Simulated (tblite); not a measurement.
Compound: C8H7F.
Numbering: `[CH:1]#[C:2][C:3]([F:4])=[C:5]1[CH2:6][CH:7]=[CH:8][CH2:9]1` (hydrogens: H10 on C1; H11, H12 on C6; H13 on C7; H14 on C8; H15, H16 on C9)

Computed with GFN2-xTB (tblite), gas phase: L-BFGS steps from a force-field or distance-geometry start until the largest atomic force falls under 0.01 eV/Å.

Geometry at step 3:
```
atom  x, y, z in Å
C1      3.0426    1.8664    0.0588
C2      2.3335    0.9064    0.2459
C3      1.5076   -0.2116    0.4703
F4      2.1030   -1.3029    1.0455
C5      0.2033   -0.2769    0.1630
C6     -0.6065    0.8134   -0.4751
C7     -1.9747    0.2089   -0.5952
C8     -2.0085   -1.0327   -0.1183
C9     -0.6761   -1.4694    0.4018
H10     3.6447    2.7059   -0.1033
H11    -0.2182    1.0826   -1.4621
H12    -0.6378    1.7089    0.1518
H13    -2.8098    0.7390   -1.0081
H14    -2.8686   -1.6666   -0.1013
H15    -0.3116   -2.3433   -0.1506
H16    -0.7306   -1.7193    1.4655
```

**Question.** Give the atomic forces at this geometry.

**Answer.** 
```csv
atom,Fx (eV/Å),Fy (eV/Å),Fz (eV/Å)
C1,-0.488,-0.677,0.144
C2,0.438,0.542,-0.083
C3,-0.475,-0.166,-0.072
F4,-0.008,0.243,-0.088
C5,0.309,-0.021,0.074
C6,-0.136,0.098,-0.062
C7,0.098,-0.648,0.310
C8,0.106,0.700,-0.240
C9,-0.048,-0.138,-0.062
H10,0.075,0.083,-0.024
H11,0.071,0.132,0.094
H12,0.120,0.086,-0.108
H13,-0.021,0.132,-0.087
H14,-0.151,-0.201,0.056
H15,0.025,-0.034,0.192
H16,0.084,-0.131,-0.044
```

The largest, 0.85 eV/Å, acts on C1; the rms over all components is 0.251 eV/Å. The forces sum to zero within rounding, as they must for an isolated molecule in no field.

**Question.** Give the force on C1 in Eh/bohr and in nN.

**Answer.** 0.847 eV/Å ÷ 51.422 = 0.01647 Eh/bohr, and 0.847 eV/Å × 1.602 = 1.36 nN.

**Question.** How far is this geometry from the end of the optimisation?

**Answer.** 0.025 eV above it, and 0.021 Å rms away after alignment. The bonds farthest from their final lengths, with half the difference of the two atoms' forces along the bond (positive lengthens):

```
  bond  now (Å)  final (Å)  force along bond (eV/Å)
 C3=C5    1.342      1.333                    -0.40
 C7=C8    1.330      1.322                    -0.73
C8–H14    1.069      1.076                    +0.37
 C1≡C2    1.208      1.201                    -0.77
 C3–F4    1.370      1.364                    -0.06
C7–H13    1.072      1.076                    +0.32
```

The angle farthest from its final value is H15–C9–H16, 108.9° against 106.8°.

What follows is the cost of the whole relaxation. Time: 0.13 s. Hardware: Arm Neoverse V1, one thread, shared host with 32 logical CPUs at a one-minute load of 7.9.
